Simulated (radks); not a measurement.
These are the eigenvalues of the occupied orbitals of an atom or ion with whole-number occupations (Ry). Method: scalar-relativistic Kohn-Sham, PBEsol, spin-polarised, spherical densities, point nucleus; computed with a radial shooting solver on a logarithmic mesh with Libxc functionals.

| orbital | eigenvalue |
|---|---|
| 1s up | -634.4041 |
| 1s down | -633.1597 |
| 2s up | -130.7993 |
| 2s down | -128.6518 |
| 2p up | -123.6640 |

Which element is it, and in what charge state? The configuration may be excited. Open shells, if any, are filled with parallel spins first.

Answer. Z = 27, cobalt, charge +20: Co20+ in [He] 2s2 2p3. The list shows which subshells hold electrons but not how many an open one holds; the 1s level, -317.2 hartree, gives Z - s = 25.2 by -(Z - s)^2/2, which with screening and relativity narrows Z to a few neighbours, and the depths of the outer levels then fix element, charge and occupations together.
